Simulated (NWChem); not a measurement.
System: C₄H₃BO; SMILES C#CB(O)C#C

Input file for NWChem:

```
start job
memory heap 200 mb stack 900 mb global 1100 mb
geometry units angstroms noautosym nocenter noautoz
  B     -0.430717    -0.024798     0.000000
  C      0.343157     1.306317     0.000000
  C      0.942291     2.366159     0.000000
  H      1.479957     3.297941     0.000000
  C      0.323629    -1.359943     0.000000
  C      0.952626    -2.401619     0.000000
  H      1.502654    -3.325863     0.000000
  O     -1.783529    -0.043168     0.000000
  H     -2.160594     0.843772     0.000000
end
basis spherical
  B library pcsseg-1
  C library pcsseg-1
  H library pcsseg-1
  O library pcsseg-1
end
dft
  xc kt2
  iterations 150
end
property
  shielding
  efieldgrad
end
task dft property
```

The geometry was optimised at PBE0/def2-SVP.

GIAO values for the isolated, static molecule; σ is the absolute isotropic shielding, δ = σ(reference) − σ with the isolated reference molecule computed at the same levels (11B: boron trifluoride, 13C: tetramethylsilane, 1H: tetramethylsilane, 17O: water).

Atoms are numbered as in the input.

Task: Predict the main results of this run. (KT2/pcSseg-1, GIAO.) Quantities: δ B1 (ppm); δ H4 (ppm); δ C5 (ppm); δ C6 (ppm); δ H7 (ppm); δ O8 (ppm); δ H9 (ppm).

Result: 
```json
{
 "δ B1 (ppm)": "8.8",
 "δ H4 (ppm)": "2.82",
 "δ C5 (ppm)": "84.6",
 "δ C6 (ppm)": "92.2",
 "δ H7 (ppm)": "2.90",
 "δ O8 (ppm)": "202.6",
 "δ H9 (ppm)": "5.75"
}
```
